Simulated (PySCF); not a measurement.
# Dipole response of Ge²⁺ (germanium, charge +2)

[Ar] 3d9 4s2 4p1, one real determinant (an excited configuration). Calculation: PySCF 2.14, in aug-cc-pwCVTZ-PP with ECP10MDF; a scalar-relativistic core potential. Coupled (time-dependent) response in atomic units; α is the mean over directions.

```csv
method,mean α (bohr³),"α xx, yy, zz",C₆ (like pair),S(−4)
PW91,10.67,"10.56, 10.56, 10.88",48.10,39.66
```

S(−4) is the Cauchy moment in α(ω) = α(0) + S(−4) ω² + …

Spin-orbit coupling is absent.

α(iu) at PW91:

| u (hartree) | α(iu) (bohr³) |
| --- | --- |
| 0 | 10.67 |
| 0.0500 | 10.57 |
| 0.100 | 10.29 |
| 0.200 | 9.306 |
| 0.300 | 8.056 |
| 0.500 | 5.727 |
| 0.750 | 3.791 |
| 1.00 | 2.675 |
| 1.50 | 1.582 |
| 2.00 | 1.089 |
| 3.00 | 0.6501 |
| 5.00 | 0.3381 |

A single London oscillator, α(iu) = α/(1 + u²/ω²), gives C₆ = (3/4) ω α². Matching the computed C₆ needs ω = 4 × 48.10 / (3 × 10.67²) = 0.563 hartree.

For an ion, C₆ is the dispersion term alone; charge-induced terms of lower order in 1/R come first.

The components differ because the open shell of this determinant is not spherical; for a pure term their mean is the scalar polarisability.

⟨L²⟩ = 8.01 against 12 for a pure F term, so this real determinant mixes terms. Energies and moments cover only the electrons outside the core potential.
